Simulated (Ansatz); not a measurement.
`[F][Mg][Br]` + H–F → `[F][Mg][F]` + HBr at 500 K and 1 bar (ligand exchange at a Mg–Br bond).

Program: Ansatz. Geometries: PBE0-D4/def2-TZVP. ΔE: electronic, gas phase. CCSD(T)/CBS adds triple-zeta CCSD(T) − MP2 to the extrapolated MP2 energy (def2 sets, frozen cores). This one scheme is used for every species. For Br, Mg outer-core shells are correlated without core-valence functions, which leaves a few kJ/mol of doubt a bond. Scalar relativity is left out up to krypton.

| species | CCSD(T)/CBS energy (Eh) | H − E (kJ/mol) | S (J/(mol·K)) |
| --- | --- | --- | --- |
| `[F][Mg][Br]` | -2873.15166 | 33.2 | 306.4 |
| H–F | -100.39570 | 39.4 | 188.7 |
| `[F][Mg][F]` | -399.61583 | 34.2 | 275.6 |
| HBr | -2573.91920 | 30.5 | 213.7 |

H − E and S are ideal-gas, rigid-rotor, harmonic terms from PBE0-D4/def2-TZVP. 1 Eh = 2625.50 kJ/mol, R = 8.31446 J/(mol·K).

Question: By hand: ΔE, ΔH, ΔS and ΔG.

Answer: ΔE = (-399.61583) + (-2573.91920) − (-2873.15166) − (-100.39570) = 0.01233 Eh = 32.4 kJ/mol. Δ(H − E) = 34.2 + 30.5 − 33.2 − 39.4 = -7.9, so ΔH = 24.5 kJ/mol. ΔS = 275.6 + 213.7 − 306.4 − 188.7 = -5.8 J/(mol·K). ΔG = 24.5 − 500 × (-5.8)/1000 = 27.4 kJ/mol.

Question: By hand: the equilibrium constant, and the temperature at which ΔG would vanish if ΔH and ΔS stayed fixed.

Answer: log₁₀ K = −ΔG/(RT ln 10) = -2.9. ΔH and −TΔS have one sign here, so there is no such temperature.

The number of gas molecules stays the same, so ΔS is small and ΔH decides. A doubt of 5 kJ/mol in ΔE shifts log₁₀ K by 0.5 here. These are equilibria of isolated gas molecules and say nothing of rates. Largest T1 diagnostic: 0.012 (customary marks: 0.02 for closed shells, 0.045 for open ones).

ΔS is within the doubt of such terms, so its sign, and with it that verdict, could turn.
